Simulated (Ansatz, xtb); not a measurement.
System: CH7FNSi2, charge 0, multiplicity 2. It need not be the lowest isomer of its formula. SMILES: C[Si@H](F)[N][SiH3]
Geometry from a B3LYP-D3(BJ)/def2-TZVP (Ansatz, an electronic-structure program) optimisation:
```
N
Si 1 1.7013
F 2 1.6115 1 113.90
Si 1 1.7186 2 144.36 3 2.45
H 2 1.4790 3 106.08 1 116.65
H 4 1.4809 1 110.10 2 -152.17
H 4 1.4833 6 109.01 1 -126.07
H 4 1.4873 6 109.33 7 -119.27
C 2 1.8611 5 113.83 3 -118.15
H 9 1.0905 2 110.58 5 -57.87
H 9 1.0912 10 108.51 2 121.70
H 9 1.0918 10 108.87 11 117.61
```
Charge 0, spin multiplicity 2.

Harmonic wavenumbers from GFN2-xTB (xtb, at its own minimum), cm⁻¹: 49, 61, 74, 94, 179, 199, 259, 464, 509, 569, 593, 650, 705, 722, 751, 766, 780, 812, 838, 1189, 1322, 1463, 1471, 2138, 2163, 2205, 2296, 3051, 3058, 3078.

Problem. Give the harmonic wavenumbers at B3LYP-D3(BJ)/def2-TZVP (Ansatz, finite differences of forces, unscaled).

Solution. 46, 63, 76, 142, 226, 282, 337, 522, 614, 662, 682, 739, 770, 829, 879, 901, 916, 932, 989, 1078, 1284, 1454, 1458, 2188, 2215, 2228, 2231, 3039, 3112, 3122 cm⁻¹. Zero-point energy 48.6 kcal/mol.

Problem. From these and the geometry, give the ideal-gas thermochemistry at 298.15 K and 1 atm (rigid rotor, harmonic oscillator).

Solution. Point group C1, rotational symmetry number 1. Rotational constants 5.491, 1.619, 1.388 GHz. S(trans) 39.95, S(rot) 27.66, S(vib) 23.91, S(elec, spin only) 1.38, S 92.9 cal/(mol K). H(298) - H(0) 5.88 kcal/mol; G - E(el) 26.8 kcal/mol.
